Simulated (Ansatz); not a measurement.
Ansatz (a program for electronic structure) input (r2SCANh/def2-TZVPD):

Ansatz 0.2 input:
```yaml
crystal:
  periodic: [false, false, false]
  atoms:
    - {symbol: C, position_ang: [-1.94066977, -0.20121438, -0.31648920]}
    - {symbol: C, position_ang: [-0.62923603, -0.04730212, 0.46914420]}
    - {symbol: C, position_ang: [0.51162928, 0.04847064, -0.49660367]}
    - {symbol: O, position_ang: [1.82473023, 0.25090033, 0.33402368]}
    - {symbol: H, position_ang: [-1.93813166, -1.10196070, -0.93088562]}
    - {symbol: H, position_ang: [-2.12155977, 0.66026270, -0.95969761]}
    - {symbol: H, position_ang: [-2.76997795, -0.27577569, 0.38432706]}
    - {symbol: H, position_ang: [-0.66563911, 0.85062281, 1.08836225]}
    - {symbol: H, position_ang: [-0.49501407, -0.91382610, 1.12395151]}
    - {symbol: H, position_ang: [0.50525323, 0.94365504, -1.11189190]}
    - {symbol: H, position_ang: [0.68600474, -0.84917172, -1.08515396]}
    - {symbol: H, position_ang: [2.64514613, 0.25645477, -0.19366755]}
    - {symbol: H, position_ang: [1.90573590, -0.37718851, 1.07615838]}
basis:
  gaussian:
    orbitals: def2-TZVPD
hamiltonian:
  xc: {name: r2SCANh}
total_charge: 1
output: {forces: true}
```

End of the output:

```
integrals: 0.13 GiB planned
1165 factors; their error is unknown
mean field: 1.36 GiB planned
mean field evaluation 1: about -5279.2081 eV, gradient 8.9e1 eV
mean field evaluation 2: about -5268.9231 eV, gradient 1.1e2 eV
mean field evaluation 4: about -5295.7572 eV, gradient 4.6e0 eV
mean field evaluation 8: about -5295.8000 eV, gradient 9.7e-2 eV
mean field evaluation 16: about -5295.7543 eV, gradient 1.3e-4 eV
mean field -5295.75433300 eV, -194.6153821466 hartree, gradient 2.0e-5 eV, S^2 0.000000; 0 other end points of the search recorded, 0 dependent functions left out
the calculation of the forces begins
reference -5295.75434614 eV, -194.6153826294 hartree; 17, 17 occupied and 215, 215 virtual orbitals, 1165 factors
Total energy: -5295.75434614 eV, -194.6153826294 hartree
Atom 0 at    -1.940670    -0.201214    -0.316489 Å, force     0.117085     0.011382     0.012678 eV/Å
Atom 1 at    -0.629236    -0.047302     0.469144 Å, force     0.021784     0.001551    -0.084025 eV/Å
Atom 2 at     0.511629     0.048471    -0.496604 Å, force    -0.004266    -0.019867     0.137826 eV/Å
Atom 3 at     1.824730     0.250900     0.334024 Å, force    -0.058003    -0.013623    -0.012136 eV/Å
Atom 4 at    -1.938132    -1.101961    -0.930886 Å, force     0.010192     0.023536     0.018246 eV/Å
Atom 5 at    -2.121560     0.660263    -0.959698 Å, force     0.014919    -0.020330     0.018159 eV/Å
Atom 6 at    -2.769978    -0.275776     0.384327 Å, force     0.034972     0.003016    -0.008807 eV/Å
Atom 7 at    -0.665639     0.850623     1.088362 Å, force     0.003225    -0.003088    -0.009966 eV/Å
Atom 8 at    -0.495014    -0.913826     1.123952 Å, force     0.002836     0.003681    -0.009753 eV/Å
Atom 9 at     0.505253     0.943655    -1.111892 Å, force     0.005560     0.006609     0.007444 eV/Å
Atom 10 at     0.686005    -0.849172    -1.085154 Å, force     0.000899    -0.007675     0.003607 eV/Å
Atom 11 at     2.645146     0.256455    -0.193668 Å, force    -0.132189    -0.041687     0.063796 eV/Å
Atom 12 at     1.905736    -0.377189     1.076158 Å, force    -0.017014     0.056496    -0.137070 eV/Å
Dipole moment:     1.099648    -0.120486     0.037653 e Å
```

It need not be the lowest isomer of its formula.
